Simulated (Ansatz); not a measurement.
Molecule: O$_{2}$ (charge +2, singlet). 
Coordinates optimised at B3LYP-D3(BJ)/def2-TZVP (Ansatz, an electronic-structure program):
```
O
O 1 1.0325
```
Charge +2, spin multiplicity 1.

Basis-set convergence of Hartree-Fock and MP2 correlation energies (hartree) with Ansatz. Correlated levels leave the core frozen unless marked. No spin-orbit coupling. No relativistic terms. The program attaches cautions to a run behind MP2/cc-pVDZ: large difference.

The Hartree-Fock reference is unstable (checked in the largest basis), which strains HF and MP2. 

```json
[
 {"basis": "cc-pVDZ", "functions": "28", "E(HF)": "-148.28327", "E(corr, MP2)": "-0.41040"},
 {"basis": "cc-pVTZ", "functions": "60", "E(HF)": "-148.33981", "E(corr, MP2)": "-0.47699"},
 {"basis": "cc-pVQZ", "functions": "110", "E(HF)": "-148.35288", "E(corr, MP2)": "-0.50485"},
 {"basis": "cc-pV5Z", "functions": "182", "E(HF)": "-148.35582", "E(corr, MP2)": "-0.51644"}
]
```

Extrapolating the two largest sets (X = 4 and 5) as X^-3: E(corr) = (125·(-0.51644) - 64·(-0.50485))/61 = -0.5286 Eh, an estimate of the basis-set limit. The largest set recovers 97.7 % of it, the smallest 77.6 %.
